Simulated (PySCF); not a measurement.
Excitations are Tamm–Dancoff values on a coarser integration grid. The basis has no diffuse functions, so Rydberg states are missing or too high.

Cartesian coordinates (Å):
```xyz
4

Cl    -1.3483    -1.8861     0.0753
In     0.0000     0.0000     0.0000
Cl     2.3082    -0.2255    -0.0504
Cl    -0.9598     2.1117    -0.0249
```
Charge 0, spin multiplicity 1.

### Question
What is the computed HOMO, dipole moment, T1 excitation (TDA), HOMO–LUMO gap and LUMO (TPSSh-D3(BJ)/def2-TZVP // PBE0-D3(BJ)/def2-SVP in PySCF)?

### Answer

HOMO: -8.69 eV
dipole moment: 0.00 D
T1 excitation (TDA): 4.37 eV
HOMO–LUMO gap: 5.18 eV
LUMO: -3.51 eV
